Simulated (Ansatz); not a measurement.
CH₇NO₃Ti (`C[NH][Ti]([OH])([OH])[OH]`), relaxed with RKS PBE-D4/def2-SVP in Ansatz from a rough embedded geometry. The force threshold is 0.03 eV/Å; the program also tests the step.

Total charge 0; spin multiplicity 1.

Start:

```xyz
13

C    -1.685    0.054   -0.820
N    -0.345    0.720   -0.852
Ti    0.865   -0.138    0.593
O     0.018    0.000    2.253
O     2.596    0.776    0.587
O     1.137   -2.053    0.124
H    -2.307    0.444   -1.595
H    -2.074    0.266    0.177
H    -1.501   -1.081   -0.900
H     0.072    0.465   -1.788
H    -0.326    0.913    2.371
H     2.379    1.698    0.670
H     1.170   -2.064   -0.819
```

```tsv
step	energy (eV)	largest force (eV/Å)	largest move (Å)
1	-31876.3677	2.800	0.000
2	-31877.3455	1.131	0.195
3	-31877.4423	4.401	0.200
4	-31877.6537	0.625	0.160
5	-31877.6929	0.357	0.135
6	-31877.7298	0.195	0.200
7 (rejected)	-31877.7199	0.444	0.200
8	-31877.7435	0.109	0.100
9	-31877.7533	0.063	0.100
10 (rejected)	-31877.7405	0.296	0.150
11	-31877.7572	0.034	0.075
14	-31877.7597	0.031	0.027
17	-31877.7608	0.046	0.015
20	-31877.7628	0.128	0.039
23	-31877.7653	0.101	0.048
26	-31877.7667	0.024	0.040
29	-31877.7672	0.080	0.039
32	-31877.7682	0.141	0.036
35	-31877.7702	0.242	0.065
38	-31877.7751	0.320	0.065
41	-31877.7878	0.328	0.068
44 (rejected)	-31877.8062	0.277	0.137
47	-31877.8192	0.039	0.084
48	-31877.8196	0.027	0.027
```

End:

```xyz
13

C    -1.637   -0.157   -1.160
N    -0.499    0.594   -0.672
Ti    0.897   -0.005    0.447
O     0.526    0.405    2.174
O     2.413    0.853   -0.061
O     0.983   -1.814    0.280
H    -2.616    0.273   -0.838
H    -1.590   -1.195   -0.771
H    -1.662   -0.230   -2.273
H    -0.407    1.515   -1.121
H    -0.257    0.877    2.502
H     3.017    1.355    0.512
H     0.831   -2.471    0.980
```

Run time 41 s (4 threads of an AMD EPYC 9R45 on a shared host); peak host memory 0.23 GiB.
